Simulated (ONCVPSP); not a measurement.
How hard is this In (Z = 49) ONCV potential?

| Item | Value |
| --- | --- |
| Element | In (Z = 49) |
| Generator | ONCVPSP 4.0.1 |
| Type | optimised norm-conserving Vanderbilt (ONCV) |
| Functional | Wu-Cohen |
| Relativity | scalar-relativistic |
| Frozen core | [Ar] 3d10 |
| Valence charge | 21 |
| Reference configuration | 4s2 4p6 4d10 5s2 5p1 |
| Partial waves | 4s+5s: rc 1.50 bohr, ncon 3, nbas 7, qcut 9.9 1/bohr, 2 projectors; 4p+5p: rc 1.80 bohr, ncon 5, nbas 8, qcut 9 1/bohr, 2 projectors; 4d: rc 1.45 bohr, ncon 4, nbas 8, qcut 9.5 1/bohr, local |
| Local potential | the d channel |
| Core correction | Teter function, fcfact 4.25, rcfact 1.5 |

**Question.** For each optimised wave give the share of its norm inside rc, the residual kinetic energy above qcut (Ha) and the cutoffs (Ha) for errors of 10, 1, 0.1 and 0.01 mHa per electron.

**Answer.**

| wave | norm inside rc | residual KE | 10 mHa | 1 mHa | 0.1 mHa | 0.01 mHa |
| --- | --- | --- | --- | --- | --- | --- |
| 4s | 0.974 | 1.2e-07 | 24.2 | 31.4 | 37.1 | 41.6 |
| 5s | 0.087 | 5.8e-08 | 18.9 | 28.4 | 35.0 | 40.5 |
| 4p | 0.985 | 2.3e-08 | 18.2 | 23.1 | 27.2 | 30.7 |
| 5p | 0.062 | 4.5e-08 | 12.4 | 17.7 | 22.1 | 25.6 |
| 4d | 0.753 | 1.3e-05 | 28.8 | 35.5 | 40.6 | 48.2 |

The occupied waves need 35 Ha and 41 Ha for 1 and 0.1 mHa. 1 of 4 tests not solved or not reliable.
